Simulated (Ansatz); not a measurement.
The cluster Hg₄S₃, relaxed as a singlet with RKS r2SCAN-D4/def2-SVP in Ansatz, starting from the GFN1-xTB geometry. Force threshold 0.02 eV/Å.

In the def2 sets Hg takes a core potential; there is no spin–orbit coupling. Another isomer (singlet) lies 1.56 eV lower at PBE0-D4/def2-TZVP; other spin states weren't run for this one.

Start:

Cartesian coordinates in Å:
```
Hg 1.4938 -0.8755 1.8931
Hg -0.9712 1.9090 -0.1227
Hg 1.1643 0.5339 -1.1386
Hg -3.2211 0.6934 -1.3810
S -0.6400 -1.3900 -0.7519
S 3.1593 -0.0863 0.3202
S -0.9851 -0.7846 1.1809
```

| step | energy (eV) | largest force component (eV/Å) | SCF passes |
| --- | --- | --- | --- |
| 1 | -49209.7079 | 0.954 | 22 |
| 2 | -49209.9935 | 0.467 | 30 |
| 3 | -49210.1007 | 0.341 | 29 |
| 4 | -49210.1294 | 0.113 | 23 |
| 5 | -49210.1439 | 0.112 | 29 |
| 6 (rejected) | -49210.1417 | 0.103 | 24 |
| 7 | -49210.1528 | 0.047 | 23 |
| 8 | -49210.1541 | 0.028 | 23 |
| 9 (rejected) | -49210.1516 | 0.104 | 23 |
| 10 | -49210.1557 | 0.024 | 22 |
| 11 (rejected) | -49210.1556 | 0.069 | 23 |
| 12 | -49210.1561 | 0.011 | 23 |
| 13 | -49210.1565 | 0.015 | 23 |
| 14 | -49210.1569 | 0.010 | 22 |

Force components are those of the run's own axes.

End:

```xyz
7

Hg    1.283   -0.674    1.710
Hg   -0.661    2.191   -0.131
Hg    1.349    0.108   -1.170
Hg   -3.466    0.719   -1.088
S    -0.621   -1.531   -0.904
S     3.205    0.209    0.539
S    -1.089   -1.023    1.044
```

By distances, no bond broke or formed. The bond that changes most is Hg2–Hg4, from 2.85 to 3.31 Å (atoms count from 1).

The force fell under the threshold at step 12, but the optimiser went on. No frequencies were taken in this run, so the end may be a saddle point.

Hardware: 4 threads of Arm Neoverse V2 on a shared host. Wall time 78 s.
